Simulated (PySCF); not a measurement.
Numbering as in the mapped SMILES `[O:1]=[C:2]1[SiH2:3][C@@H:4]2[CH2:5][CH2:6][C@H:7]1[O:8][CH2:9]2`; H(Xn) means a hydrogen on atom n. Ha(C9) is cis to C5 on the ring; Ha(Si3), Ha(C5), Ha(C6) are cis to O8 on the ring; Hb(C9) is trans to C5 on the ring; Hb(Si3), Hb(C5), Hb(C6) are trans to O8 on the ring.

PySCF 2.14 calculation with geometry: GFN2-xTB and shieldings: GIAO PBE0/pcSseg-1; no solvent, non-relativistic Hamiltonian, one computed conformer.

Problem. Predict the 2D correlation tables (HSQC, COSY, HMBC).

Solution. 

HSQC (one-bond C–H):
```csv
δH,δC
4.35 (Ha(C9)),68.7 (C9)
4.28 (Hb(C9)),68.7 (C9)
3.77 (H(C7)),83.3 (C7)
2.39 (Ha(C6)),28.9 (C6)
2.01 (Ha(C5)),23.1 (C5)
1.85 (Hb(C6)),28.9 (C6)
1.74 (Hb(C5)),23.1 (C5)
1.49 (H(C4)),23.4 (C4)
```

COSY cross peaks (H two or three bonds apart, from the bond graph; peaks can be absent where the dihedral angle is near 90°):
```csv
δH,δH
4.77 (Ha(Si3)),3.92 (Hb(Si3))
4.77 (Ha(Si3)),1.49 (H(C4))
4.35 (Ha(C9)),4.28 (Hb(C9))
4.35 (Ha(C9)),1.49 (H(C4))
4.28 (Hb(C9)),1.49 (H(C4))
3.92 (Hb(Si3)),1.49 (H(C4))
3.77 (H(C7)),2.39 (Ha(C6))
3.77 (H(C7)),1.85 (Hb(C6))
2.39 (Ha(C6)),2.01 (Ha(C5))
2.39 (Ha(C6)),1.85 (Hb(C6))
2.39 (Ha(C6)),1.74 (Hb(C5))
2.01 (Ha(C5)),1.85 (Hb(C6))
2.01 (Ha(C5)),1.74 (Hb(C5))
2.01 (Ha(C5)),1.49 (H(C4))
1.85 (Hb(C6)),1.74 (Hb(C5))
1.74 (Hb(C5)),1.49 (H(C4))
```

HMBC (two and three bonds, from the bond graph):
```csv
δH,δC
4.77 (Ha(Si3)),"250.6 (C2), 83.3 (C7), 68.7 (C9), 23.4 (C4), 23.1 (C5)"
4.35 (Ha(C9)),"83.3 (C7), 23.4 (C4), 23.1 (C5)"
4.28 (Hb(C9)),"83.3 (C7), 23.4 (C4), 23.1 (C5)"
3.92 (Hb(Si3)),"250.6 (C2), 83.3 (C7), 68.7 (C9), 23.4 (C4), 23.1 (C5)"
3.77 (H(C7)),"250.6 (C2), 68.7 (C9), 28.9 (C6), 23.1 (C5)"
2.39 (Ha(C6)),"250.6 (C2), 83.3 (C7), 23.4 (C4), 23.1 (C5)"
2.01 (Ha(C5)),"83.3 (C7), 68.7 (C9), 28.9 (C6), 23.4 (C4)"
1.85 (Hb(C6)),"250.6 (C2), 83.3 (C7), 23.4 (C4), 23.1 (C5)"
1.74 (Hb(C5)),"83.3 (C7), 68.7 (C9), 28.9 (C6), 23.4 (C4)"
1.49 (H(C4)),"250.6 (C2), 68.7 (C9), 28.9 (C6), 23.1 (C5)"
```

Chemical shifts δ = σref − σ; 1H and 13C against TMS, all at this level.

Short H···H contacts in this conformer between protons four or more bonds apart (candidates for NOE cross peaks, intensity ∝ r⁻⁶): Ha(C6)···Ha(C9) 2.48 Å, Ha(C5)···Ha(C9) 2.64 Å.

Shifts are as computed. Against solution values, carbons near 30 ppm lie about +3 ppm off and those near 130 ppm about +5 ppm. Of 1309 compounds with measured shifts, 239 miss one by over three times the rms of a fit or turn the order of signals round; such compounds aren't used in these exercises.
